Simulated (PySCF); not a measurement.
**Question.** What does the PBE0-D3(BJ)/def2-SVP structure of `C=C[CH2][GaH2-][O+](C)C` look like in three dimensions?

**Answer.** 
```
atom  x, y, z in Å
C1     1.9070    1.2564    0.5589
C2     1.6753   -0.0080    0.9430
C3     1.5785   -1.1996    0.0718
Ga4   -0.3017   -1.9094   -0.0144
O5    -1.3272   -0.0849   -0.3694
C6    -1.0440    0.6214   -1.5586
C7    -1.7875    0.7236    0.6956
H8     2.1149    1.5064   -0.4876
H9     1.9302    2.0778    1.2799
H10    1.5022   -0.1875    2.0139
H11    2.1733   -2.0338    0.4846
H12    1.9504   -0.9966   -0.9453
H13   -0.7299   -2.6467   -1.3453
H14   -1.0003   -2.2431    1.3640
H15   -0.2100    1.3250   -1.4024
H16   -1.9392    1.1715   -1.8927
H17   -0.7689   -0.1181   -2.3215
H18   -1.0251    1.4701    0.9707
H19   -1.9765    0.0601    1.5480
H20   -2.7246    1.2266    0.4038
```

Any rigid rotation of these coordinates is as good. Atoms count from 1 in this order. Ga4 (gallium bonded to C, O and 2 H) has angles from 96.5° to 121.1°. O5 (oxygen bonded to 2 C and Ga) has angles 121.5°, 118.3° and 114.4°, sum 354.2°, 0.22 Å off the plane of its three neighbours. The 2 C–C bonds span 1.342 Å (C1=C2, drawn double) to 1.479 Å (C2–C3, drawn single), a spread of 0.137 Å. Of the pairs four or more bonds apart, C1···H15 is among the closest relative to their van der Waals radii: 2.89 Å, 100 % of the sum of Bondi's values.

Bonds between heavy atoms (Å): C1=C2 1.342, C2–C3 1.479, C3–Ga4 2.012, Ga4–O5 2.123, O5–C6 1.412, O5–C7 1.414.

Method used: PySCF 2.14.0, PBE0-D3(BJ)/def2-SVP geometry optimisation, gas phase.

Point group: C1 (no symmetry element, even within 0.4 Å). No PBE0-D3(BJ)/def2-SVP frequencies stand behind this structure, so it isn't proved a minimum. One conformer, not necessarily the lowest (C1–C2–C3–Ga4 -110°, C2–C3–Ga4–O5 48°, C3–Ga4–O5–C6 63°).

Cost: about 8 min of CPU time on one thread; the machine was shared, so the figure is rough. These figures are those of the optimisation.
